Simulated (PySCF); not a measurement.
GeH₃, charge -1. Atoms are numbered in the order given.

```xyz
4

Ge     0.0000     0.0000    -0.0767
H      1.1607     0.6701     0.8184
H     -1.1607     0.6701     0.8184
H      0.0000    -1.3403     0.8184
```
Charge -1, spin multiplicity 1.

Geometry: r2SCAN-D4/def2-TZVPD.

Computed with PBE/def2-TZVPD (PySCF).

The molecule is in vacuum. A positive occupied level means that this level leaves the electron formally unbound; only the finite basis holds it.

### Question
Estimate the frontier levels, gap, dipole moment and polarisability. (The exact figures need the calculation; the answer reports its results.)

### Answer

| Item | Result |
|---|---|
| highest occupied level | 0.95 eV |
| lowest empty level | 4.22 eV |
| orbital gap | 3.27 eV |
| dipole moment about the centre of nuclear charge | 0.75 D |
| mean static polarisability | 71.5 bohr³ (10.59 Å³) |
| polarisability, principal values | 66.5, 66.5, 81.6 bohr³ |
